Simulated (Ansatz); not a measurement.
CH₄ClFOSi (`OC(F)([SiH3])Cl`), 9 atoms. The species carries charge 0 and has multiplicity 1. All runs use 4 threads of an AMD EPYC 7B13 on a shared host. Correlated methods freeze the cores.

Task: Give the basis size and wall time and peak host memory of each of these runs in Ansatz. RKS PBE0-D4/def2-TZVP relaxation (9 steps); RKS PBE0-D4/def2-QZVPP energy; RHF-CCSD(T)/def2-SVP energy; RKS PBE0-D4/def2-TZVP frequencies; RHF-MP2/def2-QZVPP energy; direct RPA on PBE orbitals/def2-TZVPP energy; RKS CAM-B3LYP-D4/def2-TZVPP energy; RKS ωB97M-V/def2-QZVPP energy; RKS PBE0-D4/def2-SVP energy; RKS ωB97M-V/def2-SVP energy; RKS r2SCAN-D4/def2-TZVPP energy and forces; RHF-CCSD(T)/def2-TZVPP energy. (Best estimate.)

Result: Ansatz gave: Other jobs shared the machine, so times are rough.

```
                                level                   job  functions  wall time  peak host memory (GiB)
                 RKS PBE0-D4/def2-SVP                energy         98     0.85 s                    0.21
          RKS CAM-B3LYP-D4/def2-TZVPP                energy        233      2.7 s                    0.67
                 RKS ωB97M-V/def2-SVP                energy         98      2.9 s                    0.31
             RKS r2SCAN-D4/def2-TZVPP     energy and forces        233      3.1 s                    0.35
                 RHF-CCSD(T)/def2-SVP                energy         98      3.2 s                     0.4
direct RPA on PBE orbitals/def2-TZVPP                energy        233      3.3 s                    0.53
               RKS PBE0-D4/def2-QZVPP                energy        431        6 s                     1.6
               RKS ωB97M-V/def2-QZVPP                energy        431       12 s                     1.8
                   RHF-MP2/def2-QZVPP                energy        431       15 s                     2.3
                RKS PBE0-D4/def2-TZVP  relaxation (9 steps)        191       24 s                    0.51
               RHF-CCSD(T)/def2-TZVPP                energy        233       80 s                     4.2
                RKS PBE0-D4/def2-TZVP           frequencies        191       97 s                    0.54
```
